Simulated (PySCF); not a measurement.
Molecule: SMILES CO[SiH2]C=O, C2H6O2Si.

Atom-mapped SMILES (the numbers label the heavy atoms): `[CH3:1][O:2][SiH2:3][CH:4]=[O:5]`. Hydrogens are named by the atom that carries them.

Geometry PBE0-D3(BJ)/def2-SVP throughout; GIAO in PySCF 2.14.0 with density-fitted response routines, gas phase, one conformer, non-relativistic; equivalent atoms averaged; functional PBE0.

Question: How do the shifts δ (against TMS, H2O at the same level) depend on the basis set? (ppm; last column core-seconds on shared hosts with different chips, so compare them loosely)

Answer: 
```csv
basis set,functions,C4,C1,O5,O2,Si3,H(C4),H(Si3),H(C1),core-s
STO-3G,35,160.7,48.3,761.2,-94.0,-48.8,11.75,2.80,1.75,2.4
6-31G,61,233.7,52.2,918.4,-31.8,-9.7,13.27,5.01,3.88,4.5
pcSseg-0,61,257.1,57.8,1076.3,-26.8,-52.9,12.67,5.48,3.99,5.9
6-31G*,86,227.4,51.1,844.3,-11.9,-21.2,12.11,4.77,3.64,5.9
def2-SVP,104,234.9,50.4,900.6,3.9,-46.1,11.66,4.48,3.49,6.8
cc-pVDZ,104,234.4,51.4,896.2,3.4,-39.9,12.14,4.48,3.60,11
pcSseg-1,122,246.1,54.0,958.1,-2.6,-45.6,11.97,4.49,3.74,11
aug-cc-pVDZ,173,238.8,51.4,854.7,-3.6,-40.9,12.55,4.81,3.76,23
"6-311+G(2d,p)",179,245.3,52.6,896.9,-2.9,-46.6,12.40,4.87,3.68,15
def2-TZVP,197,246.7,53.5,918.5,3.5,-49.8,12.36,4.85,3.65,18
cc-pVTZ,238,244.5,53.1,919.3,1.8,-41.4,12.29,4.62,3.64,36
IGLO-III,244,253.7,54.4,923.4,-1.4,-50.5,12.36,4.81,3.70,34
pcSseg-2,271,255.1,55.2,930.1,-1.7,-48.6,12.29,4.62,3.66,27
```

Question: Which nucleus moves most, in ppm?

Answer: O5 (carbonyl oxygen): from 761.2 ppm with STO-3G to 1076.3 ppm with pcSseg-0. The smallest spread is 1.61 ppm, at H(C4). Proton shifts span only some 12 ppm, so a few tenths of a ppm matter as much there as several ppm in carbon.

Question: Taking the largest basis, pcSseg-2 (271 functions), as the yardstick, rank the others by their worst heavy-atom deviation.

Answer: IGLO-III 6.7 ppm (244 functions), cc-pVTZ 10.8 ppm (238 functions), def2-TZVP 11.6 ppm (197 functions), pcSseg-1 28.0 ppm (122 functions), def2-SVP 29.6 ppm (104 functions), 6-311+G(2d,p) 33.3 ppm (179 functions), cc-pVDZ 33.9 ppm (104 functions), 6-31G 38.9 ppm (61 functions), aug-cc-pVDZ 75.5 ppm (173 functions), 6-31G* 85.8 ppm (86 functions), pcSseg-0 146.2 ppm (61 functions), STO-3G 168.9 ppm (35 functions).

A small basis that lands close on one nucleus may do so by chance; judge by the trend and by all nuclei.
